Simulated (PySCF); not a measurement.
Several structures and their simulated spectra, in scrambled order.

A. `[SiH2]1[C@]2(F)C[C@@H](C2)[Si@H]1[SiH3]`
B. `C1(c2n(C=C)nnc2)CC1`
C. `C(#CC#N)C#CC(F)=C(F)F`

Spectrum 1. 13C{1H} NMR (computed): δ 147.8 (C), 131.9 (CH), 130.4 (CH), 110.8 (CH2), 15.7 (CH2), 8.1 (CH).

Spectrum 2. 13C{1H} NMR (computed): δ 179.8 (C), 125.3 (C), 111.7 (C), 102.2 (C), 75.3 (C), 67.8 (C), 65.2 (C).

Spectrum 3. 13C{1H} NMR (computed): δ 96.0 (C), 43.4 (CH2), 40.6 (CH2), 7.6 (CH).

Non-relativistic Hamiltonian, isolated molecule, a single conformation, rapidly exchanging positions averaged. Shielding tensors at PBE0/pcSseg-1 (GIAO); geometry from GFN2-xTB; PySCF 2.14.0 with density-fitted response routines.

δ = σ(ref) − σ, references computed at the same level: TMS for 13C (σref 186.93). Splittings of carbon signals by F and P are missing where no couplings were computed. Shifts are as computed. Against solution values, carbons near 30 ppm lie about +3 ppm off and those near 130 ppm about +5 ppm. Of 1211 compounds with measured shifts, 218 miss one by over three times the rms of a fit or turn the order of signals round; such compounds aren't used in these exercises.

Which spectrum belongs to which compound?

Answers

1–B, 2–C, 3–A.

- Spectrum 1 (B): 6 13C signals; δC 131.9 is an alkene CH; δC 110.8 is a terminal =CH2 carbon.
- Spectrum 2 (C): 7 13C signals; δC 125.3 is a fully substituted alkene carbon; δC 111.7 is a nitrile carbon.
- Spectrum 3 (A): 4 13C signals; δC 96.0 is a fully substituted sp3 carbon bonded to F and Si; δC 43.4 is an sp3 CH2 in a ring.
